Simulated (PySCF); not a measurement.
Harmonic spectrum computed at PBE in the def2-TZVP basis family (core potentials from Rb on, PySCF, no spin–orbit coupling):

```
ω (cm⁻¹)  IR (km/mol)
     314         14.1
     806          114
     825          158
```

Question: Which molecule gave it? In each, all ligands are bound to the one heavy central atom.
A. BeF₂ (singlet)
B. SnF₂ (singlet)
C. CaF₂ (singlet)
D. SiF₂ (singlet)

Answer: D. It has C2v symmetry with Si–F 1.624 Å (×2).
